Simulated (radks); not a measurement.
Charge is removed step by step from the 3p down level of the chlorine ion Cl+, starting from [Ne] 3s2 3p(up 3, down 1). Calculated with a radial shooting solver on a logarithmic mesh with Libxc functionals: scalar-relativistic Kohn-Sham, PBE, spin-polarised, spherical densities, finite nucleus; Fermi nuclear charge, rms radius 3.3654 fm.

| removed (e) | E - E(0) (eV) | eigenvalue (eV) | E minus straight line (eV) |
|---|---|---|---|
| 0 | 0.000 | -18.185 | 0.000 |
| 0.1 | 1.872 | -19.253 | -0.491 |
| 0.2 | 3.851 | -20.329 | -0.875 |
| 0.3 | 5.937 | -21.414 | -1.151 |
| 0.4 | 8.133 | -22.506 | -1.318 |
| 0.5 | 10.439 | -23.605 | -1.375 |
| 0.6 | 12.854 | -24.709 | -1.322 |
| 0.7 | 15.380 | -25.819 | -1.159 |
| 0.8 | 18.018 | -26.933 | -0.884 |
| 0.9 | 20.767 | -28.051 | -0.498 |
| 1 | 23.628 | -29.171 | 0.000 |

Removing the whole electron costs 23.628 eV by Delta-SCF, against 18.185 eV from minus the eigenvalue at the starting occupation. Slater's transition state (half an electron removed) gives 23.605 eV. Integrating minus the eigenvalue over the occupation (Janak's theorem) gives 23.629 eV. In this scalar-relativistic scheme the density is built from large components alone, so the theorem holds only approximately. The mean slope of the eigenvalue, de/dn, is 11.0 eV per electron. Ionisation energy of Cl+ in the NIST Atomic Spectra Database: 23.814 eV (measured).
